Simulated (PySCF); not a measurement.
## Electron correlation in Os²⁺ (osmium, charge +2)

[Xe] 4f14 5d5 6s1, high-spin 7S determinant (an excited configuration). Computed with PySCF 2.14 in def2-TZVPPD with the def2 core potential (60 electrons) (6s5p3d2f1g, 59 functions), with a scalar-relativistic core potential. Frozen: nothing; 14 electrons correlated.

MP2 pair energies summed by pair of shells (mhartree):

```json
{"pair": "5p-5d", "energy": "-126.08", "share (%)": "41.0"}
{"pair": "5p-5p", "energy": "-57.10", "share (%)": "18.6"}
{"pair": "5d-5d", "energy": "-51.72", "share (%)": "16.8"}
{"pair": "5d-6s", "energy": "-21.57", "share (%)": "7.0"}
{"pair": "5s-5p", "energy": "-19.55", "share (%)": "6.4"}
{"pair": "5p-6s", "energy": "-16.55", "share (%)": "5.4"}
{"pair": "5s-5d", "energy": "-11.69", "share (%)": "3.8"}
{"pair": "5s-5s", "energy": "-2.70", "share (%)": "0.9"}
{"pair": "5s-6s", "energy": "-0.58", "share (%)": "0.2"}
```

Total MP2 correlation energy: -307.54 mhartree.

Same-spin part -123.50 and opposite-spin part -184.04 mhartree; SCS-MP2 scales them by 1/3 and 6/5 to -262.01 mhartree.

The basis has no tight functions for the innermost shells, so their pair energies are far from complete.

This basis was not built for core-valence correlation, so the inner-shell part is incomplete.
